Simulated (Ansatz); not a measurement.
Wavefunction ladder for `O=[C]([AlH2])O[SiH3]`

Cartesian coordinates in Å:
```
O 1.131 0.291 -1.026
C 0.490 0.468 -0.016
Al 0.898 1.931 1.315
O -0.560 -0.329 0.276
Si -0.920 -1.566 -0.831
H 0.008 2.085 2.613
H 2.122 2.867 0.976
H -1.283 -1.003 -2.151
H 0.207 -2.519 -0.941
H -2.093 -2.226 -0.214
```

The species carries charge 0 and has multiplicity 1. The structure was optimised at the PBE0-D4/def2-TZVP level. Frozen core, restricted reference, Ansatz 0.2.0. CBS rows extrapolate triple and quadruple zeta; past MP2 they add the triple-zeta difference.

| basis | HF (Eh) | MP2 corr. | CCSD corr. | (T) | CCSD(T) total |
| --- | --- | --- | --- | --- | --- |
| def2-TZVPP | ? | -0.81908 | ? | -0.03466 | ? |
| def2-QZVPP | -721.50765 | ? | – | – | – |
| CBS(def2) | ? | -0.92841 | -0.96413 | as TZ | ? |

Q: Fill in the withheld values. (An estimate is asked.)

A: Computed: def2-TZVPP HF (Eh): -721.48254; def2-TZVPP CCSD corr.: -0.85479; def2-TZVPP CCSD(T) total: -722.37199; def2-QZVPP MP2 corr.: -0.88189; CBS(def2) HF (Eh): -721.51111; CBS(def2) CCSD(T) total: -722.50990.
